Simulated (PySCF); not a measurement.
# Continuum solvent and chemical shifts

Molfile (atoms numbered from 1):
```
C7H13NSi
     RDKit          3D

 22 22  0  0  0  0  0  0  0  0999 V2000
    4.0500   -0.3690    0.1815 C   0  0  0  0  0  0  0  0  0  0  0  0
    2.6396   -0.0315    0.1443 C   0  0  0  0  0  0  0  0  0  0  0  0
    1.4555    0.2624    0.1101 C   0  0  0  0  0  0  0  0  0  0  0  0
   -0.3258    0.6140    0.0576 Si  0  0  0  0  0  4  0  0  0  0  0  0
   -1.3770   -0.7339   -0.1616 N   0  0  0  0  0  0  0  0  0  0  0  0
   -1.6266   -1.2877   -1.4690 C   0  0  0  0  0  0  0  0  0  0  0  0
   -1.6980   -1.6180    0.9312 C   0  0  0  0  0  0  0  0  0  0  0  0
   -0.9522    2.0874    0.9782 C   0  0  0  0  0  0  0  0  0  0  0  0
   -0.8765    2.2634   -0.5637 C   0  0  0  0  0  0  0  0  0  0  0  0
    4.2745   -1.0478    1.0193 H   0  0  0  0  0  0  0  0  0  0  0  0
    4.6670    0.5348    0.3055 H   0  0  0  0  0  0  0  0  0  0  0  0
    4.3640   -0.8661   -0.7499 H   0  0  0  0  0  0  0  0  0  0  0  0
   -1.4024   -0.5469   -2.2511 H   0  0  0  0  0  0  0  0  0  0  0  0
   -1.0199   -2.1927   -1.6754 H   0  0  0  0  0  0  0  0  0  0  0  0
   -2.6899   -1.5736   -1.5779 H   0  0  0  0  0  0  0  0  0  0  0  0
   -2.7622   -1.9182    0.8939 H   0  0  0  0  0  0  0  0  0  0  0  0
   -1.0935   -2.5476    0.9243 H   0  0  0  0  0  0  0  0  0  0  0  0
   -1.5315   -1.1159    1.8961 H   0  0  0  0  0  0  0  0  0  0  0  0
   -0.2561    2.6915    1.5704 H   0  0  0  0  0  0  0  0  0  0  0  0
   -1.9587    2.0579    1.4107 H   0  0  0  0  0  0  0  0  0  0  0  0
   -1.8375    2.3410   -1.0847 H   0  0  0  0  0  0  0  0  0  0  0  0
   -0.1359    2.9802   -0.9348 H   0  0  0  0  0  0  0  0  0  0  0  0
  1  2  1  0
  2  3  3  0
  3  4  1  0
  4  5  1  0
  5  6  1  0
  5  7  1  0
  4  8  1  0
  8  9  1  0
  9  4  1  0
  1 10  1  0
  1 11  1  0
  1 12  1  0
  6 13  1  0
  6 14  1  0
  6 15  1  0
  7 16  1  0
  7 17  1  0
  7 18  1  0
  8 19  1  0
  8 20  1  0
  9 21  1  0
  9 22  1  0
M  END
```

GIAO PBE0/pcSseg-1 in PySCF 2.14 on one PBE0-D3(BJ)/def2-SVP conformer, non-relativistic, equivalent nuclei averaged. Solvents enter as an IEF-PCM continuum (tetrahydrofuran with ε = 7.4, acetonitrile with ε = 35.7) around the gas-phase geometry. Shifts are referred to TMS computed in the same medium.

Gas phase, δ in ppm: C2 112.8, C3 82.2, C6/C7 41.9, C1 6.0, C8/C9 2.8, Si4 -90.3, H13/H14/H15/H16/H17/H18 2.58, H10/H11/H12 1.93, H20/H21 0.71, H19/H22 0.50. Dipole moment 1.72 D.

Task: How does each δ change in the continuum?

Result: 
```tsv
atoms	environment	Δδ, tetrahydrofuran	Δδ, acetonitrile
C2	alkyne carbon	+4.9	+5.9
C3	alkyne carbon	-1.5	-1.9
C6/C7	methyl carbon bonded to N	+0.3	+0.4
C1	propargylic methyl carbon	+0.1	+0.1
C8/C9	three-membered-ring carbon	-0.1	-0.1
Si4	silicon bonded to 3 C, N, in a 3-membered ring	-2.0	-2.4
H13/H14/H15/H16/H17/H18	hydrogen on a methyl carbon bonded to N	+0.05	+0.06
H10/H11/H12	hydrogen on a propargylic methyl carbon	+0.15	+0.19
H20/H21	hydrogen on a three-membered-ring carbon	+0.04	+0.05
H19/H22	hydrogen on a three-membered-ring carbon	0.00	0.00
```

Changes are relative to the gas phase. The dipole moment becomes 2.15 D in tetrahydrofuran, 2.23 D in acetonitrile.

Task: Which nuclei move most (in ppm), and what does the model miss?

Result: C2 (alkyne carbon, +5.9 ppm) in acetonitrile. A continuum only polarises the solute; specific hydrogen bonds, the anisotropy of aromatic solvents and changes of geometry or conformer are outside it.
